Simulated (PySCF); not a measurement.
C5H9B.
Structure used (PBE0-D3(BJ)/def2-SVP), in Å, numbered top down from 1:
```
atom  x, y, z in Å
C1     2.911   -0.651   -0.159
C2     1.832    0.004    0.176
C3     0.719    0.632    0.495
B4    -0.689    0.047    0.152
C5    -1.965    0.890    0.524
C6    -0.842   -1.344   -0.564
H7     3.401   -0.476   -1.123
H8     3.358   -1.386    0.517
H9     0.817    1.589    1.027
H10   -2.872    0.283    0.667
H11   -1.829    1.558    1.387
H12   -2.167    1.545   -0.346
H13    0.085   -1.753   -0.990
H14   -1.624   -1.315   -1.341
H15   -1.209   -2.063    0.192
```

Computed, not measured: PBE0-D3(BJ)/def2-SVP geometry optimisation, gas phase (PySCF).

Take the most abundant isotopes and a rigid rotor. 

(1) Give the principal moments of inertia and the rotational constants in MHz.

(2) What kind of rotor is it?

(3) What does the inertial defect say?

(4) Give the other two planar moments, Paa and Pbb, and the rms extents of the mass along the axes.

(5) List the rotational levels J(Ka,Kc) to J = 2 (K).

(6) Which types of transition are allowed, and where do some lines up to J = 5 fall?

## Answers

(1) Ia = 71.71, Ib = 256.98, Ic = 318.90 u·Å²; 505379 MHz·u·Å²/I gives A = 7048, B = 1967, C = 1585 MHz.

(2) An asymmetric top: κ = (2 × 1967 − 7048 − 1585)/(7048 − 1585) = -0.86.

(3) Not planar: Δ = Ic − Ia − Ib = -9.79 u·Å². For a rigid frame Δ = −2 Σ m c², so Σ m c² = 4.89 u·Å² lies off the ab plane: 4.88 from hydrogen and 0.02 from heavier atoms. The atom farthest from that plane is 1.08 Å away.

(4) Paa = Σ m a² = (Ib + Ic − Ia)/2 = 252.09 and Pbb = Σ m b² = (Ia + Ic − Ib)/2 = 66.81 u·Å². With the mass M = 80.08 u, the rms extents √(P/M) along a, b and c are 1.77, 0.91, 0.25 Å.

(5) Above 0(0,0), as E/k:
J = 1: 1(0,1) 0.170, 1(1,1) 0.414, 1(1,0) 0.433
J = 2: 2(0,2) 0.510, 2(1,2) 0.737, 2(1,1) 0.792, 2(2,1) 1.523, 2(2,0) 1.524
Those of J = 1 are B + C, A + C and A + B.

(6) The dipole components are |μa| = 0.35 D, |μb| = 0.04 D, |μc| = 0.04 D. Intensities carry the squares of the components, which stand as 1.00 : 0.01 : 0.01 (a : b : c). Some of the stronger lines:

```json
{"type": "a", "branch": "Q", "J(Ka,Kc)": "4(2,2) ← 4(2,3)", "MHz": "307", "lower level (cm⁻¹)": "1.887"}
{"type": "a", "branch": "Q", "J(Ka,Kc)": "1(1,0) ← 1(1,1)", "MHz": "382", "lower level (cm⁻¹)": "0.288"}
{"type": "a", "branch": "Q", "J(Ka,Kc)": "2(1,1) ← 2(1,2)", "MHz": "1146", "lower level (cm⁻¹)": "0.512"}
{"type": "a", "branch": "Q", "J(Ka,Kc)": "5(1,4) ← 5(1,5)", "MHz": "5708", "lower level (cm⁻¹)": "1.853"}
{"type": "a", "branch": "R", "J(Ka,Kc)": "2(1,2) ← 1(1,1)", "MHz": "6721", "lower level (cm⁻¹)": "0.288"}
{"type": "a", "branch": "R", "J(Ka,Kc)": "3(1,3) ← 2(1,2)", "MHz": "10069", "lower level (cm⁻¹)": "0.512"}
{"type": "a", "branch": "R", "J(Ka,Kc)": "3(1,2) ← 2(1,1)", "MHz": "11214", "lower level (cm⁻¹)": "0.550"}
{"type": "a", "branch": "R", "J(Ka,Kc)": "4(1,4) ← 3(1,3)", "MHz": "13402", "lower level (cm⁻¹)": "0.848"}
{"type": "a", "branch": "R", "J(Ka,Kc)": "4(2,3) ← 3(2,2)", "MHz": "14189", "lower level (cm⁻¹)": "1.414"}
{"type": "a", "branch": "R", "J(Ka,Kc)": "4(3,2) ← 3(3,1)", "MHz": "14245", "lower level (cm⁻¹)": "2.294"}
{"type": "a", "branch": "R", "J(Ka,Kc)": "4(2,2) ← 3(2,1)", "MHz": "14393", "lower level (cm⁻¹)": "1.418"}
{"type": "a", "branch": "R", "J(Ka,Kc)": "5(1,5) ← 4(1,4)", "MHz": "16719", "lower level (cm⁻¹)": "1.295"}
{"type": "a", "branch": "R", "J(Ka,Kc)": "5(2,4) ← 4(2,3)", "MHz": "17711", "lower level (cm⁻¹)": "1.887"}
{"type": "a", "branch": "R", "J(Ka,Kc)": "5(4,2) ← 4(4,1)", "MHz": "17803", "lower level (cm⁻¹)": "3.999"}
{"type": "a", "branch": "R", "J(Ka,Kc)": "5(3,3) ← 4(3,2)", "MHz": "17821", "lower level (cm⁻¹)": "2.769"}
{"type": "a", "branch": "R", "J(Ka,Kc)": "5(3,2) ← 4(3,1)", "MHz": "17836", "lower level (cm⁻¹)": "2.769"}
{"type": "a", "branch": "R", "J(Ka,Kc)": "5(1,4) ← 4(1,3)", "MHz": "18613", "lower level (cm⁻¹)": "1.422"}
```

No frequency check. Zero-point vibration and centrifugal distortion are left out. A rigid rotor knows nothing of internal rotation, which can split or shift real lines. Quadrupole hyperfine structure (11B) is left out.
